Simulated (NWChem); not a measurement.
System: NbH2SO2F; SMILES [OH][Nb]([OH])([F])=[S]

Here is an NWChem input.

```
start job
memory heap 200 mb stack 900 mb global 1100 mb
geometry units angstroms noautoz
  Nb     0.001023     0.212051     0.128070
  S     -0.004596    -1.930319     0.016208
  F      0.006052     0.749724     1.914351
  O     -1.519593     0.871963    -0.738603
  H     -2.277001     0.481173    -1.186057
  O      1.521352     0.864313    -0.744886
  H      2.274967     0.469715    -1.195399
end
basis spherical
  * library def2-svp
end
ecp
  Nb library def2-ecp
end
dft
  xc xwpbe 0.80 cpbe96 1.0 hfexch 1.00
  cam 0.2 cam_alpha 0.2 cam_beta 0.8
  iterations 150
  mulliken
end
task dft energy
```

Output (shortened):

```
             Northwest Computational Chemistry Package (NWChem) 7.3.0
             --------------------------------------------------------

 CS  symmetry detected

                             Geometry "geometry" -> ""
                             -------------------------

 Output coordinates in angstroms (scale by  1.889725989 to convert to a.u.)

  No.       Tag          Charge          X              Y              Z
 ---- ---------------- ---------- -------------- -------------- --------------
    1 Nb                  41.0000     0.00543039    -0.22081279     0.00000000
    2 S                   16.0000     0.10361825     1.92223482     0.00000000
    3 F                    9.0000     1.73056992    -0.93060919     0.00000000
    4 O                    8.0000    -0.92437837    -0.78868873    -1.52048054
    5 H                    1.0000    -1.33280674    -0.35396512    -2.27599599
    6 O                    8.0000    -0.92437837    -0.78868873     1.52048054
    7 H                    1.0000    -1.33280674    -0.35396512     2.27599599

 Effective nuclear repulsion energy (a.u.)     587.4739903944

      Symmetry information
      --------------------

 Group name             Cs
 Group number              2
 Group order               2
 No. of unique centers     5

 Summary of "ao basis" -> "ao basis" (spherical)
 ------------------------------------------------------------------------------
       Tag                 Description            Shells   Functions and Types
 ---------------- ------------------------------  ------  ---------------------
 Nb                         def2-svp                11       31   5s3p2d1f
 S                          def2-svp                 8       18   4s3p1d
 F                          def2-svp                 6       14   3s2p1d
 O                          def2-svp                 6       14   3s2p1d
 H                          def2-svp                 3        5   2s1p

      Symmetry analysis of basis
      --------------------------

        a'         63
        a"         38

            General Information
            -------------------
          SCF calculation type: DFT
          Wavefunction type:  closed shell.
          No. of atoms     :     7
          No. of electrons :    56
           Alpha electrons :    28
            Beta electrons :    28
          Charge           :     0
          Spin multiplicity:     1
          Use of symmetry is: on ; symmetry adaption is: on
          Maximum number of iterations: 150
          AO basis - number of functions:   101
                     number of shells:    43
          Convergence on energy requested:  1.00D-06
          Convergence on density requested:  1.00D-05
          Convergence on gradient requested:  5.00D-04

              XC Information
              --------------
                     Hartree-Fock (Exact) Exchange  1.000
                     LC-wPBE(h)Exchange Functional  0.800
            Perdew 1991 LDA Correlation Functional  1.000 local
           PerdewBurkeErnz. Correlation Functional  1.000 non-local

           Range-Separation Parameters
           ---------------------------
           Alpha           :  0.20
           Beta            :  0.80
           Gamma           :  0.20
           Short-Range HF  :     F

             Grid Information
             ----------------
          Grid used for XC integration:  medium
          Radial quadrature: Mura-Knowles
          Angular quadrature: Lebedev.
          Tag              B.-S. Rad. Rad. Pts. Rad. Cut. Ang. Pts.
          ---              ---------- --------- --------- ---------
          Nb                  1.45      123           9.0       590
          S                   1.00       88          10.0       590
          F                   0.50       49          10.0       434
          O                   0.60       49          10.0       434
          H                   0.35       45          11.0       434
          Grid pruning is: on
          Number of quadrature shells:   354
          Spatial weights used:  Erf1

      Superposition of Atomic Density Guess
      -------------------------------------

 Sum of atomic energies:        -711.77243254

      Non-variational initial energy
      ------------------------------

 Total energy =    -703.683244
 1-e energy   =   -1522.263349
 2-e energy   =     551.048754
 HOMO         =      -0.357515
 LUMO         =      -0.025121

      Symmetry analysis of molecular orbitals - initial
      -------------------------------------------------

  Numbering of irreducible representations:

     1 a'          2 a"

  Orbital symmetries:

     1 a'          2 a'          3 a'          4 a"          5 a'
     6 a'          7 a"          8 a'          9 a'         10 a'
    11 a"         12 a'         13 a'         14 a'         15 a"
    16 a'         17 a"         18 a'         19 a'         20 a"
    21 a'         22 a'         23 a"         24 a'         25 a"
    26 a'         27 a'         28 a"         29 a'         30 a"
    31 a'         32 a'         33 a"         34 a'         35 a"
    36 a'         37 a'         38 a'

     ---------------------------------------------
      Total Density - Mulliken Population Analysis
     ---------------------------------------------

    Atom       Charge   Shell Charges
 -----------   ------   -------------------------------------------------------
    1 Nb  13    10.32  -0.33  1.61  0.75  0.25  0.04  5.92  0.29  0.13  1.27  0.30  0.09
    2 S   16    16.97   2.00  1.99  1.25  0.65  5.94  2.00  3.11  0.02
    3 F    9     9.67   1.99  1.16  0.80  3.56  2.16  0.00
    4 O    8     8.89   1.99  1.11  0.66  3.15  1.98  0.00
    5 H    1     0.63   0.51  0.06  0.06
    6 O    8     8.89   1.99  1.11  0.66  3.15  1.98  0.00
    7 H    1     0.63   0.51  0.06  0.06

   convergence    iter        energy       DeltaE   RMS-Dens  Diis-err
 ---------------- ----- ----------------- --------- --------- ---------
 d= 0,ls=0.0,diis     1   -705.8256520551 -9.73D+02  3.40D-02  2.75D+00
 d= 0,ls=0.0,diis     2   -704.1537109891  1.67D+00  2.39D-02  1.90D+01
 d= 0,ls=0.0,diis     3   -706.1895595107 -2.04D+00  3.50D-03  1.82D-01
 d= 0,ls=0.0,diis     4   -706.1981153195 -8.56D-03  1.86D-03  6.47D-02
 d= 0,ls=0.0,diis     5   -706.2068334222 -8.72D-03  2.63D-04  6.36D-04
  Resetting Diis
 d= 0,ls=0.0,diis     6   -706.2069216023 -8.82D-05  8.81D-05  4.38D-05
 d= 0,ls=0.0,diis     7   -706.2069302989 -8.70D-06  3.81D-05  1.14D-05
 d= 0,ls=0.0,diis     8   -706.2069299311  3.68D-07  1.95D-05  2.18D-05
 d= 0,ls=0.0,diis     9   -706.2069318526 -1.92D-06  9.33D-06  9.97D-08
 d= 0,ls=0.0,diis    10   -706.2069319299 -7.73D-08  2.80D-06  3.16D-08

         Total DFT energy =     -706.206931929902
      One electron energy =    -1527.147541566476
           Coulomb energy =      613.949806872305
    Exchange-Corr. energy =      -60.540548646598
 Nuclear repulsion energy =      267.531351410867

 Numeric. integr. density =       56.000000385458

                  Occupations of the irreducible representations
                  ----------------------------------------------

                     irrep           alpha         beta
                     --------     --------     --------
                     a'               19.0         19.0
                     a"                9.0          9.0

                       DFT Final Molecular Orbital Analysis
                       ------------------------------------

 Vector   26  Occ=2.000000D+00  E=-3.888634D-01  Symmetry=a'
              MO Center=  4.3D-02,  1.5D+00, -1.6D-14, r^2= 2.5D+00
   Bfn.  Coefficient  Atom+Function         Bfn.  Coefficient  Atom+Function
  ----- ------------  ---------------      ----- ------------  ---------------
    43      0.462100  2 S  py                40      0.400433  2 S  py
    19      0.312412  1 Nb d  2               2      0.246000  1 Nb s
     4     -0.229264  1 Nb s                 37      0.229815  2 S  py
     7      0.194974  1 Nb py                35      0.188626  2 S  s
    17      0.161323  1 Nb d  0              34      0.139005  2 S  s

 Vector   27  Occ=2.000000D+00  E=-3.587396D-01  Symmetry=a"
              MO Center=  2.4D-02,  1.4D+00, -1.9D-12, r^2= 2.4D+00
   Bfn.  Coefficient  Atom+Function         Bfn.  Coefficient  Atom+Function
  ----- ------------  ---------------      ----- ------------  ---------------
    44      0.515576  2 S  pz                41      0.388587  2 S  pz
    16      0.309046  1 Nb d -1              38      0.222572  2 S  pz
     8     -0.126095  1 Nb pz                11      0.115104  1 Nb pz
    68      0.110257  4 O  py                87     -0.110257  6 O  py
    71      0.088903  4 O  py                90     -0.088903  6 O  py

 Vector   28  Occ=2.000000D+00  E=-3.554310D-01  Symmetry=a'
              MO Center=  1.3D-01,  1.4D+00,  2.0D-12, r^2= 2.3D+00
   Bfn.  Coefficient  Atom+Function         Bfn.  Coefficient  Atom+Function
  ----- ------------  ---------------      ----- ------------  ---------------
    42      0.530397  2 S  px                39      0.393037  2 S  px
    15      0.281226  1 Nb d -2              36      0.225419  2 S  px
     6     -0.138555  1 Nb px                53      0.126424  3 F  px
     9      0.102500  1 Nb px                54      0.099684  3 F  py
    56     -0.097055  3 F  px                57     -0.080758  3 F  py

[...]
```

Level: LRC-wPBEh/def2-SVP with def2 effective core potentials on Nb. Structure relaxed at the PBE0/def2-SVP level. def2 effective core potentials on Nb; no spin-orbit coupling.
